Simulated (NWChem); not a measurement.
Correlation energy of Ga

```xyz
1

Ga     0.0000     0.0000     0.0000
```
Charge 0, spin multiplicity 2.

Program: NWChem.

Basis set: def2-TZVP. Each correlation energy counts from its own Hartree-Fock reference.

| method | correlation energy (mHa) |
|---|---|
| UMP2 | -177.1 |
| SCS-UMP2 | -165.1 |
| CCSD on UHF | -181.0 |
| CCSD[T] on UHF | -189.7 |
| CCSD(T) on UHF | -188.4 |
| CCSD on ROHF | -184.1 |
| CCSD[T] on ROHF | -192.9 |
| CCSD(T) on ROHF | -191.7 |

The values span 27.9 mHa, from CCSD[T] on ROHF (lowest) to SCS-UMP2 (highest). 

The Hamiltonian is non-relativistic. The correlated methods keep 9 core orbitals frozen. No SCF solution was tested for a lower state. Open-shell Hartree-Fock references start from PBE0 orbitals. No row is a measurement; the coupled-cluster row has its own basis-set and correlation limits.
